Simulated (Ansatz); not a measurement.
In(NH3)H3 (InNH₆). The state is a triplet with charge 0. Geometry PBE-D4/def2-TZVP, that of the neutral singlet; atoms count from 1.

```xyz
8

In   -0.592    0.937   -0.646
N     0.527   -0.834    0.576
H    -0.091   -1.240    1.280
H     1.359   -0.481    1.053
H     0.820   -1.582   -0.055
H     0.772    1.345   -1.656
H    -0.938    1.927    0.750
H    -1.858   -0.073   -1.301
```

In the def2 sets In takes a core potential; there is no spin–orbit coupling. At PBE0-D4/def2-TZVP a singlet of charge 0 lies 5.48 eV below the triplet at the same geometry.

Q: Estimate the Mulliken populations from the PBE0/def2-TZVP orbitals of Ansatz.

A: 
```csv
atom,charge (e),spin (α − β)
In1,-0.25,1.12
N2,-0.50,-0.16
H3,0.23,0.06
H4,0.22,0.07
H5,0.22,0.07
H6,0.15,0.59
H7,-0.04,0.12
H8,-0.04,0.12
```
Mulliken values and Mayer orders depend strongly on the basis.

Q: Where does the spin sit?

A: Summed by element: In 1.12, N -0.16, H 1.03, of 2 unpaired in all. Largest on single atoms: In1 1.12, H6 0.59, N2 -0.16.
